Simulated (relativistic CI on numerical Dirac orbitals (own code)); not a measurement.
# Ligand-field terms of d5

Computed with a parametric ligand-field model of a d^n configuration (Racah B and C, spin-orbit zeta, crystal field), exact diagonalisation.

Field parameters in Wybourne normalisation: D3d B²₀ = −7Dσ, B⁴₀ = −14Dq − 21Dτ, B⁴₃ = −14√(10/7) Dq; D4h B²₀ = −7Ds, B⁴₀ = 21(Dq − Dt), B⁴₄ = 21√(5/14) Dq. The field is a parameter set, without covalency.

Question: Ground term and bands for B = 880, C = 3200, ζ = 0 cm⁻¹, D3d, 10Dq = 32700, Dσ = 870, Dτ = -100 cm⁻¹?

Answer: Ground term 2E with 0.04 electrons in the two orbitals of the cubic e set. Spin-allowed: 2A1 771 cm⁻¹, 2A2 28441 cm⁻¹ (352 nm), 2E 28500 cm⁻¹ (351 nm), 2A2 29215 cm⁻¹ (342 nm). Lowest spin-forbidden: 4E 16775 cm⁻¹ (596 nm), 4A2 17438 cm⁻¹ (573 nm), 6A1 21907 cm⁻¹ (456 nm).

Question: Ground term and bands for B = 580, C = 2990, ζ = 0 cm⁻¹, D4h, 10Dq = 23900, Ds = -1500, Dt = 40 cm⁻¹?

Answer: Ground term 2E with 0.04 electrons in the two orbitals of the cubic e set. Spin-allowed: 2B2 4303 cm⁻¹ (2324 nm), 2A2 20975 cm⁻¹ (477 nm), 2B1 21023 cm⁻¹ (476 nm), 2E 21382 cm⁻¹ (468 nm). Lowest spin-forbidden: 4B2 9956 cm⁻¹ (1004 nm), 4E 10915 cm⁻¹ (916 nm), 4A2 11334 cm⁻¹ (882 nm).

Question: Ground term and bands for B = 730, C = 3460, ζ = 0 cm⁻¹, D4h, 10Dq = 26750, Ds = 3000, Dt = 840 cm⁻¹?

Answer: Ground term 2B2 with 0.05 electrons in the two orbitals of the cubic e set. Spin-allowed: 2E 3943 cm⁻¹ (2536 nm), 2E 16414 cm⁻¹ (609 nm), 2A2 16507 cm⁻¹ (606 nm), 2B1 18135 cm⁻¹ (551 nm). Lowest spin-forbidden: 4E 3181 cm⁻¹ (3144 nm), 6A1 3357 cm⁻¹ (2979 nm), 4A2 4219 cm⁻¹ (2370 nm).

Question: Ground term and bands for B = 960, C = 3910, ζ = 0 cm⁻¹, D3d, 10Dq = 14550, Dσ = -590, Dτ = -120 cm⁻¹?

Answer: Ground term 6A1 with 2.00 electrons in the two orbitals of the cubic e set. Spin-allowed: none. Lowest spin-forbidden: 4A2 17299 cm⁻¹ (578 nm), 4E 18108 cm⁻¹ (552 nm), 2A1 20081 cm⁻¹ (498 nm). A high-spin d5 ion has no spin-allowed d-d band, hence its pale colour.

Question: Ground term and bands for B = 530, C = 2170, ζ = 0 cm⁻¹, D3d, 10Dq = 23650, Dσ = 460, Dτ = 60 cm⁻¹?

Answer: Ground term 2E with 0.03 electrons in the two orbitals of the cubic e set. Spin-allowed: 2A1 1406 cm⁻¹, 2E 21355 cm⁻¹ (468 nm), 2A2 21460 cm⁻¹ (466 nm), 2A2 22262 cm⁻¹ (449 nm). Lowest spin-forbidden: 4E 13536 cm⁻¹ (739 nm), 4A2 14472 cm⁻¹ (691 nm), 4E 17821 cm⁻¹ (561 nm).
